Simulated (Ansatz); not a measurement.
**Two structures, one formula**

Two relaxed structures of AlBH$_{4}$O$_{2}$, singlet (PBE0-D4/def2-TZVP; forces vanish, vibrations not checked).

A:

O1  (-0.536, 1.769, 1.129)
B2  (-0.213, 0.707, 0.449)
O3  (0.114, -0.242, -0.236)
Al4  (0.497, -1.985, -1.064)
H5  (-0.974, 1.681, 1.980)
H6  (1.187, -1.511, -2.426)
H7  (1.442, -2.602, 0.072)
H8  (-0.997, -2.556, -1.150)
(Å)

B:

```json
{"atom": "O1", "x (Å)": "-0.2467", "y (Å)": "1.2936", "z (Å)": "0.5158"}
{"atom": "B2", "x (Å)": "-0.2479", "y (Å)": "-0.0745", "z (Å)": "0.5186"}
{"atom": "O3", "x (Å)": "-0.7424", "y (Å)": "-0.8132", "z (Å)": "1.5585"}
{"atom": "Al4", "x (Å)": "0.5616", "y (Å)": "-1.1067", "z (Å)": "-1.1823"}
{"atom": "H5", "x (Å)": "-0.6191", "y (Å)": "1.7169", "z (Å)": "1.2985"}
{"atom": "H6", "x (Å)": "-1.0959", "y (Å)": "-0.3104", "z (Å)": "2.3019"}
{"atom": "H7", "x (Å)": "2.1051", "y (Å)": "-1.4935", "z (Å)": "-1.2655"}
{"atom": "H8", "x (Å)": "-0.3537", "y (Å)": "-1.5208", "z (Å)": "-2.4191"}
```

Program: Ansatz 0.2.0. Basis: def2-TZVPP. Cores are frozen in the correlated methods. B3LYP uses VWN-RPA correlation.

Problem. Which structure is lower at CCSD(T), and by how much? (To be estimated.)

Solution. Computed: A, by 26.9 kJ/mol (electronic energy, against the other). By their contacts, A is AlBH₄O₂ ([OH][B][O][AlH3]) and B is AlBH₄O₂ ([OH][B]([OH])[AlH2]).

All methods give the same order:

| method | E(B) − E(A) (kJ/mol) |
| --- | --- |
| PBE-D4 | 15.9 |
| r2SCAN-D4 | 31.9 |
| PBE0-D4 | 15.2 |
| B3LYP-D4 | 34.4 |
| wB97M-V | 31.5 |
| HF | 48.9 |
| MP2 | 34.8 |
| CCSD | 27.6 |
| CCSD(T) | 26.9 |

The T1 diagnostic stays at or below 0.015.

Labels in which every atom is bracketed show which atoms are joined, not bond orders.

For scale, one of the runs: CCSD(T)/def2-TZVPP, 191 basis functions, launched by `ansatz run in.yaml --threads 2 --pin off --events-out ev --progress --plain --max-ram 4352MiB`. Time: 33 s of wall clock on 2 CPU threads of an Intel Xeon Platinum 8488C; the host was shared. Peak host memory: 2.1 GiB.
